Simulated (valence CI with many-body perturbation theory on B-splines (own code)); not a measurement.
## Cs³⁺: E2, E3, M1, M2 decay

Level of theory: valence CI with perturbative core correlation (CI+MBPT): six valence electrons over a frozen Dirac-Fock core [Kr] 4d10, radial functions for each j: 9 s, 9 p, 8 d, 6 f, 3 g, 1 h, with the one-electron correlation potential Σ1, the two-electron term Σ2, the three-electron term Σ3, Breit, model QED; selected CI, second order for the rest, scaled by the run's own slope (own B-spline code, finite nucleus).

Set against measurement, 24 paired levels are off by 228 cm⁻¹ on average, the worst by 482. These come from a selection out of Gamrath, thesis, University of Mons (2023). Levels without a partner in it may be off by more. Among the levels kept, up to 1000 cm⁻¹ of a level comes from second order outside the variational space, and about a tenth of that is noise between levels of different J, which matters for small intervals. 1 measured level below the end of the list, from 152832 cm⁻¹ on, found no clear computed partner, and computed levels of the same name lie up to 1444 cm⁻¹ from them.

Lines 1 to 35 of 35 in falling wavelength, among levels below 21.235 eV, chosen from the decays that carry over 1 % of a level's rate. Wavelengths and rates use the calculated energies, so an error of 200 cm⁻¹ moves a line at 1262 nm by 2.5 % and its rate by three times that or more. Electric multipoles are in the length gauge, E1 and E2 with the static RPA response of the core. S is in atomic units (e²a₀⁴ for E2 and M2, e²a₀⁶ for E3), for M1 in squared Bohr magnetons. Weak lines are less certain than strong ones. Lines between different terms over intervals too small for the method are left out, as are lines whose strength nearly cancels.

Names give the largest LS component (configuration and term), which can be under half, so a name can repeat, a term be missing and a line seem to break the LS rules; names also repeat where a configuration has a term twice.

| λ vac (nm) | λ from measured levels | Upper | Lower | Type | A (s⁻¹) | S (a.u.) |
| --- | --- | --- | --- | --- | --- | --- |
| 8930 |  | 5s²5p³5d ⁵D°_4 | 5s²5p³5d ⁵D°_3 | M1 | 3.13e-02 | 7.45e+00 |
| 3883 |  | 5s²5p³5d ³F°_4 | 5s²5p³5d ³G°_3 | M1 | 1.95e-01 | 3.82e+00 |
| 3702 |  | 5s²5p³5d ³G°_5 | 5s²5p³5d ³F°_4 | M1 | 6.97e-02 | 1.44e+00 |
| 1986 |  | 5s²5p³5d ³F°_4 | 5s²5p³5d ³F°_3 | M1 | 6.56e-01 | 1.72e+00 |
| 1796 |  | 5s²5p³5d ³G°_5 | 5s²5p³5d ³G°_4 | M1 | 1.63e+00 | 3.84e+00 |
| 1757 |  | 5s²5p³5d ¹G°_4 | 5s²5p³5d ³G°_3 | M1 | 8.08e-01 | 1.46e+00 |
| 1377 |  | 5s²5p³5d ³G°_4 | 5s²5p³5d ³D°_3 | M1 | 2.27e+00 | 1.97e+00 |
| 1262 | 1274 | 5s²5p⁴ ¹D_2 | 5s²5p⁴ ³P_1 | M1 | 9.16e-01 | 3.42e-01 |
| 1020 | 1026 | 5s²5p⁴ ³P_0 | 5s²5p⁴ ³P_2 | E2 | 7.64e-02 | 7.53e+00 |
| 778.5 | 775.1 | 5s²5p⁴ ³P_1 | 5s²5p⁴ ³P_2 | M1 | 4.12e+01 | 2.16e+00 |
| 754.9 |  | 5s²5p³5d ¹G°_4 | 5s²5p³5d ³D°_3 | M1 | 3.61e-01 | 5.19e-02 |
| 557.9 |  | 5s²5p³5d ³G°_4 | 5s²5p³5d ⁵D°_4 | M1 | 2.49e+01 | 1.44e+00 |
| 481.5 | 481.8 | 5s²5p⁴ ¹D_2 | 5s²5p⁴ ³P_2 | M1 | 4.26e+01 | 8.81e-01 |
| 481.5 | 481.8 | 5s²5p⁴ ¹D_2 | 5s²5p⁴ ³P_2 | E2 | 7.74e-01 | 8.95e+00 |
| 481.0 |  | 5s²5p³5d ³F°_4 | 5s²5p³5d ⁵D°_4 | M1 | 6.86e+00 | 2.55e-01 |
| 481.0 |  | 5s²5p³5d ³F°_4 | 5s²5p³5d ⁵D°_4 | E2 | 3.81e-01 | 7.88e+00 |
| 456.4 |  | 5s²5p³5d ³F°_4 | 5s²5p³5d ⁵D°_3 | M1 | 4.91e+00 | 1.56e-01 |
| 442.7 | 443.9 | 5s²5p⁴ ¹S_0 | 5s²5p⁴ ¹D_2 | E2 | 1.09e+01 | 1.65e+01 |
| 438.4 |  | 5s²5p³5d ⁵D°_4 | 5s5p⁵ ³P°_2 | E2 | 3.82e-02 | 4.98e-01 |
| 425.7 |  | 5s²5p³5d ³G°_5 | 5s²5p³5d ⁵D°_4 | M1 | 4.19e+00 | 1.32e-01 |
| 425.7 |  | 5s²5p³5d ³G°_5 | 5s²5p³5d ⁵D°_4 | E2 | 2.12e-01 | 2.91e+00 |
| 418.2 |  | 5s²5p³5d ¹G°_4 | 5s²5p³5d ⁵D°_4 | M1 | 4.17e+00 | 1.02e-01 |
| 402.4 |  | 5s²5p³5d ¹G°_4 | 5s²5p³5d ⁵D°_2 | E2 | 1.11e-01 | 9.40e-01 |
| 399.5 |  | 5s²5p³5d ¹G°_4 | 5s²5p³5d ⁵D°_3 | M1 | 2.57e+00 | 5.47e-02 |
| 327.8 | 329.2 | 5s²5p⁴ ¹S_0 | 5s²5p⁴ ³P_1 | M1 | 3.70e+02 | 4.83e-01 |
| 245.5 |  | 5s²5p³5d ³G°_4 | 5s5p⁵ ³P°_2 | E2 | 6.03e-01 | 4.32e-01 |
| 230.6 | 231.1 | 5s²5p⁴ ¹S_0 | 5s²5p⁴ ³P_2 | E2 | 4.59e+00 | 2.67e-01 |
| 229.3 |  | 5s²5p³5d ³F°_4 | 5s5p⁵ ³P°_2 | E2 | 2.72e-01 | 1.39e-01 |
| 74.70 |  | 5s²5p³5d ³G°_4 | 5s²5p⁴ ¹D_2 | M2 | 1.47e+00 | 2.75e-03 |
| 73.15 |  | 5s²5p³5d ⁵D°_4 | 5s²5p⁴ ³P_2 | M2 | 1.72e+00 | 2.90e-03 |
| 73.14 |  | 5s²5p³5d ³F°_4 | 5s²5p⁴ ¹D_2 | M2 | 7.10e-01 | 1.19e-03 |
| 71.50 |  | 5s²5p³5d ¹G°_4 | 5s²5p⁴ ¹D_2 | M2 | 6.80e-01 | 1.02e-03 |
| 71.50 |  | 5s²5p³5d ¹G°_4 | 5s²5p⁴ ¹D_2 | E3 | 1.37e-01 | 3.75e+02 |
| 62.42 |  | 5s²5p³5d ³G°_5 | 5s²5p⁴ ³P_2 | E3 | 2.21e-01 | 2.86e+02 |
| 62.26 |  | 5s²5p³5d ¹G°_4 | 5s²5p⁴ ³P_2 | M2 | 1.34e-01 | 1.01e-04 |
